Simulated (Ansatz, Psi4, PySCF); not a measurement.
Cl₅Sb (SMILES [Cl][Sb]([Cl])([Cl])([Cl])[Cl]), singlet, at a GFN2-xTB geometry (core potentials on Sb). Base run: PySCF with PBE/def2-SVP.

PySCF was given this input:
```python
from pyscf import gto, scf, dft

mol = gto.M(
    atom='''
Sb   -0.000000    0.000000   -0.000000
Cl    1.969498   -0.363960   -1.232708
Cl    1.008436   -1.019389    1.912155
Cl   -1.008436    1.019389   -1.912155
Cl   -1.692244   -1.633030    0.021874
Cl   -0.277254    1.996990    1.210834
''',
    basis='def2-svp',
    ecp={'Sb': 'def2-svp'},
    charge=0,
    spin=0,
    verbose=4,
)

mf = dft.RKS(mol)
mf.xc = 'pbe'
mf.kernel()
```

The same geometry, method and basis name were run in Ansatz (a program for electronic structure) and Psi4 and PySCF, at each program's defaults and at the settings that a row names. The base is PySCF at its defaults. Differences at the defaults can come from grids, fitting, cores and function types together.

| code and settings | ΔE vs base (µEh) | basis functions | E (Eh) | SCF cycles |
|---|---|---|---|---|
| PySCF, defaults (exact integrals, its default grid, spherical functions) | 0.0 | 116 | -2539.68741 | 11 |
| Psi4, defaults (density fitting with its default set, its default grid, spherical functions) | -69.4 | 116 | -2539.68748 | 9 |
| Ansatz, defaults (factorised integrals, its default grid, spherical functions) | -1.3 | 116 | -2539.68741 | - |
| PySCF, density fitting with def2-universal-jkfit | -83.8 | 116 | -2539.68749 | 11 |
| PySCF, fine grid | 8.5 | 116 | -2539.68740 | 11 |
| Psi4, exact integrals, spherical functions, fine grid | 3.2 | 116 | -2539.68741 | 11 |
| Ansatz, high accuracy | 5.7 | 116 | -2539.68740 | - |
